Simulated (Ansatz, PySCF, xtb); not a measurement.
Protons, H atoms and electrons added to or taken from O[SiH3]. Isolated molecules, 0 K electronic values unless said otherwise. One relaxed conformer stands for each flexible species; it need not be the lowest. Strings in code marks are SMILES.

Quantity: gas-phase deprotonation enthalpy at 298 K, in kJ/mol. Thermal and zero-point terms are GFN2-xTB rigid-rotor harmonic values (xtb). Levels without diffuse functions put anions too high.

Level 1: frozen-core MP2/aug-cc-pVTZ // CAM-B3LYP-D3(BJ)/def2-TZVPD (Ansatz, a quantum-chemistry and plane-wave program)
Level 2: B3LYP/LANL2DZ // CAM-B3LYP-D3(BJ)/def2-TZVPD (PySCF)
Level 3: BP86/6-31G* // CAM-B3LYP-D3(BJ)/def2-TZVPD (PySCF)
Level 4: PBE/6-31G* // CAM-B3LYP-D3(BJ)/def2-TZVPD (PySCF)

```
species                                                         level 1  level 2  level 3  level 4
--------------------------------------------------------------  -------  -------  -------  -------
proton removed from Si2: `O[SiH2-]` (not the most acidic site)   1579.0   1570.9   1593.3   1590.8
proton removed from O1: `[SiH3][O-]`                             1484.9   1547.7   1507.9   1507.4
```
